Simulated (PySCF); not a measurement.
Two-dimensional NMR puzzle

Compound of formula C9H4FN. Correlations simulated from computed shifts and the bond graph:

HSQC (one-bond C–H):
```tsv
δH	δC
7.86	141.5
7.66	135.0
7.66	127.4
3.20	94.5
```

COSY cross peaks (H two or three bonds apart, from the bond graph; peaks can be absent where the dihedral angle is near 90°):
```tsv
δH	δH
7.86	7.66
```

HMBC (two and three bonds, from the bond graph):
```tsv
δH	δC
7.86	174.6, 135.0, 133.2, 119.3, 106.5
7.66	141.5, 133.2, 127.4, 106.5, 86.9
7.66	174.6, 135.0, 133.2, 106.5, 86.9
3.20	133.2, 86.9
```

Carbons without hydrogens: δ 174.6, 133.2, 119.3, 106.5, 86.9.

[PySCF 2.14: geometry: GFN2-xTB; GIAO PBE0/pcSseg-1 shieldings; non-relativistic; one conformer; gas phase]

Chemical shifts δ = σref − σ; TMS for ¹H, ¹³C, all at this level.

Exchangeable hydrogens are left out of these lists.

Problem. Assemble the structure.

Solution. `C#Cc1ccc(C#N)c(F)c1`.

Atoms are numbered as in `[CH:1]#[C:2][c:3]1[cH:4][cH:5][c:6]([C:7]#[N:8])[c:9]([F:10])[cH:11]1`. Each H is labelled by its parent atom.

1. δC 174.6 is C9, an aromatic carbon bearing fluorine.
2. δC 141.5 is C5, an aromatic CH (δH 7.86).
3. δC 135.0 is C4, an aromatic CH (δH 7.66).
4. δC 133.2 is C3, a substituted aromatic carbon.
5. δC 127.4 is C11, an aromatic CH (δH 7.66).
6. δC 119.3 is C7, a nitrile carbon.
7. δC 106.5 is C6, a substituted aromatic carbon.
8. δC 94.5 is C1, a terminal alkyne carbon (δH 3.20).
9. δC 86.9 is C2, an alkyne carbon.
10. HMBC from δH 7.86 reaches the proton-free carbons C9, C3, C7, C6.
11. HMBC from δH 7.66 reaches the proton-free carbons C3, C6, C2.
12. HMBC from δH 7.66 reaches the proton-free carbons C9, C3, C6, C2.
13. HMBC from δH 3.20 reaches the proton-free carbons C3, C2.
14. COSY links 7.86–7.66.

The data come from this structure; uniqueness wasn't tested.

Shifts are as computed. Against solution values, carbons near 30 ppm lie about +3 ppm off and those near 130 ppm about +5 ppm. Of 1211 compounds with measured shifts, 218 miss one by over three times the rms of a fit or turn the order of signals round; such compounds aren't used in these exercises.
